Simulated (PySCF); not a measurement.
# How methods differ on the excitation energy of Ca

Ca [Ar] 4s2 (1S) → Ca [Ar] 4s1 5s1 (3S), as a difference of total energies. Calculation: PySCF 2.14, in aug-cc-pwCVTZ-X2C with one added diffuse shell each of s, p, d, f type (10s9p7d4f, 100 functions); scalar relativity by spin-free X2C-1e. Correlated levels: valence: [Ar] frozen; valence and next inner shell: [Ne] frozen; nothing frozen. The calculations carry no spin-orbit coupling.

```tsv
method	excitation energy (eV)
UHF	3.093
LDA	3.907
PBE	3.765
PBE0	3.723
r2SCAN	3.630
BP86	3.842
B3LYP	3.907
PW91	3.785
PBEsol	3.748
MP2 (valence)	3.593
SCS-MP2 (valence)	3.741
MP2 (valence and next inner shell)	3.821
SCS-MP2 (valence and next inner shell)	3.921
MP2 (all electrons)	3.824
SCS-MP2 (all electrons)	3.923
```

Task: How much does correlation contribute at MP2 (all electrons)?

Result: 3.824 − (3.093) = 0.731 eV, measured against UHF.

Errors of the correlated levels include the incompleteness of this basis and the frozen core.

For comparison: 3.910 eV (measured; NIST levels).
